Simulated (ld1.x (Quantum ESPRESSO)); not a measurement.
fluorine: one change to a TM potential, before and after

- Element: fluorine (F)
- Generator: ld1.x (Quantum ESPRESSO) 7.5
- Type: norm-conserving Troullier–Martins (Kleinman–Bylander form)
- Functional: PBE
- Relativity: scalar-relativistic
- Frozen core: [He]
- Valence charge: 7
- Reference configuration: 2s1.5 2p5.5
- Partial waves: 2s (bound): rc 0.55 bohr; 2p (bound): rc 1.20 bohr; 3d channel at 0.45 Ry: rc 1.05 bohr
- Local potential: all-electron potential smoothed inside 1.05 bohr (lloc = -1)
- Core correction: none

Change: wave 2p (bound): rc 1.20 bohr becomes 2p (bound): rc 1.48 bohr.

Cutoffs: the cutoffs (Ry, on a coarse ladder) from which the occupation-weighted sum of valence levels, in a spherical-Bessel basis at the reference potential, stays within 10 and 1 mRy of its value at 400 Ry; they do not see the model core or the augmentation charge, which bear on the density cutoff. Errors are all-electron minus pseudo energies relative to the spin-unpolarised reference configuration.

What does the change do?

The potential gets neither clearly harder nor softer (200 Ry and 300 Ry → 200 Ry and 300 Ry); the s channel sets the loose cutoff, while the largest relative change is in p, which becomes softer; of the 7 tests that both files solve, the error grows in 5 and shrinks in 0 by more than 15 % and 0.3 meV (median size 12.2 → 27.6 meV); neither file shows a bound ghost. More of the atom is replaced by a form fitted at one configuration, so other configurations suffer.

```csv
quantity,base,changed
"cutoff, loose",200 Ry,200 Ry
"cutoff, tight",300 Ry,300 Ry
loose cutoff by channel (10 mRy a level),"s 200 Ry, p 80 Ry","s 200 Ry, p 55 Ry"
bound ghosts,none,none
"error for 2s2 2p5, meV [ΔE -9.40 eV]",+4.2,+4.3
"error for 2s2 2p4, meV [ΔE 9.99 eV]",+28,+77
"error for 2s2 2p3, meV [ΔE 48.37 eV]",+131,+372
"error for 2s1 2p6, meV [ΔE 9.41 eV]",+4.1,+3.8
"error for 2s2 2p5.3, meV [ΔE -12.07 eV]",+1.4,-3.6
"error for 2s2 2p2, meV [ΔE 109.01 eV]",+478,+1261
"error for 2s2 2p4.5, meV [ΔE -1.86 eV]",+12,+28
```
